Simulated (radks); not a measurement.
Problem. Excited configurations of V3+: one electron is placed in a higher orbital outside [Ar] 3d1. The ground configuration is [Ar] 3d2. Calculated with a radial shooting solver on a logarithmic mesh with Libxc functionals: non-relativistic Kohn-Sham, PBEsol, spin-polarised, spherical densities, point nucleus; open shells are filled with parallel spins first. Excitation = E - E(ground); binding = E(ion) - E, where the ion is the core of charge +4; n* = 4/sqrt(2 binding) in atomic units, and the quantum defect is n - n*.

| outer orbital | excitation (eV) | binding (eV) | n* | quantum defect | eigenvalue (eV) | <r> (bohr) |
|---|---|---|---|---|---|---|
| 4d | 26.798 | 20.037 | 3.296 | 0.704 | -17.415 | 3.434 |
| 5d | 34.776 | 12.059 | 4.249 | 0.751 | -10.632 | 6.217 |
| 6d | 38.786 | 8.049 | 5.200 | 0.800 | -7.191 | 9.692 |
| 6f | 40.231 | 6.604 | 5.741 | 0.259 | -5.852 | 11.15 |
| 7p | 40.031 | 6.804 | 5.656 | 1.344 | -6.150 | 12.09 |
| 7f | 41.950 | 4.885 | 6.675 | 0.325 | -4.376 | 15.68 |

Estimate the row for 5p.

Solution. excitation (eV) 31.178; binding (eV) 15.657; n* 3.729; quantum defect 1.271; eigenvalue (eV) -13.942; <r> (bohr) 5.137. The Delta-SCF ionisation energy is 46.835 eV (NIST Atomic Spectra Database: 46.709 eV, measured). Self-interaction in the functional shifts the binding energies and quantum defects, so they are the method's values and not measured ones. Open shells are spherical and high-spin; term and fine-structure splittings are not resolved.
